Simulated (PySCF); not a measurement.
Species: C4H6NSi (doublet state).
Structure used (GFN2-xTB), in Å, numbered top down from 1:
```
atom  x, y, z in Å
C1     2.2391   -1.0870    0.0354
C2     1.8852    0.0392   -0.4740
Si3    0.1278    0.8338   -0.4666
C4    -1.0192   -0.3998    0.4512
C5    -2.3527    0.1057    0.4988
N6    -3.4130    0.5359    0.5204
H7     1.7811   -1.8869    0.5730
H8     2.6033    0.6691   -0.9843
H9     0.1728    2.1061    0.2560
H10   -0.3259    1.0068   -1.8475
H11   -1.0292   -1.3640   -0.0605
H12   -0.6682   -0.5595    1.4722
```

The hyperfine couplings belong to this conformer and change with its torsions.

Identity: `[H]/[C]=C\[SiH2]CC#N` [radical].

Computed, not measured: UKS B3LYP, pcH-1 on C H N Si, non-relativistic, mean-field spin-orbit, GIAO in PySCF. Geometry: GFN2-xTB, one conformer, isolated molecule. A GFN2-xTB geometry isn't a minimum of the functional, and hyperfine couplings can be far from their values at a DFT geometry. No stability test was run, so a lower SCF solution isn't excluded.

(1) Break the g tensor into its mass correction, gauge correction and orbital-Zeeman/spin–orbit terms.

(2) What are the electron Larmor frequencies g μB B/h along the three axes at 3350 mT?

(3) At 9.369 GHz, how far is the centre of the isotropic spectrum from where a free electron (g = 2.002319) resonates?

(4) How much does each term add to the isotropic shift?

(5) In a frozen sample, at which fields do the three g values resonate at 9.5, 34, 94 and 263 GHz (hyperfine left aside), and which band first spreads them over more than twice a line width of 0.5 mT?

Results:

(1) 
```tsv
Δg (ppm)	1	2	3
relativistic mass correction	-151	-151	-151
gauge correction	29	6	-50
orbital Zeeman/spin–orbit	-726	14	499
total	-849	-131	298
```

So g = 2.00147, 2.00219, 2.00262 and g_iso = 2.00209; the tensor is rhombic: the two nearest values differ by 37 % of g3 − g1. 

(2) 93.8438, 93.8774, 93.8976 GHz for g1, g2 and g3, a range of 53.8 MHz.

(3) B = hν/(g μB) with μB/h = 13.99624 MHz/mT gives 334.31 mT for the free electron and 334.35 mT at g_iso, 0.04 mT higher.

(4) The mass correction -151, the orbital-Zeeman/spin–orbit term -71 and the gauge correction -5 ppm, for a total of -227 ppm. The mass correction is the largest in size. The mass correction is the same along every axis, so the anisotropy comes from the other two: their spans along these axes are 79 (gauge) and 1226 ppm (orbital Zeeman/spin–orbit).

(5) 
| band | GHz | B(g3) mT | B(g2) mT | B(g1) mT | spread mT |
| --- | --- | --- | --- | --- | --- |
| X | 9.5 | 338.93 | 339.01 | 339.13 | 0.19 |
| Q | 34.0 | 1213.02 | 1213.28 | 1213.72 | 0.70 |
| W | 94.0 | 3353.65 | 3354.37 | 3355.58 | 1.92 |
| J | 263.0 | 9383.10 | 9385.11 | 9388.47 | 5.38 |

The spread grows in proportion to the frequency. W band is the first where it exceeds 1.0 mT.

Largest spin populations (Mulliken): C1 (+0.97), C2 (-0.16), Si3 (+0.11) and H8 (+0.06). No atom but C1 exceeds +0.15. The positive populations add up to 1.16 and the negative ones to -0.16, together 2S = 1.

The HOMO–LUMO gaps are 5.69 eV among the α and 5.57 eV among the β orbitals.

The run took 42 s of wall time (grids of density and orbitals included) on Arm Neoverse V2, one thread, shared host with 96 logical CPUs at a one-minute load of 46, and the process peaked at 0.75 GiB of memory.
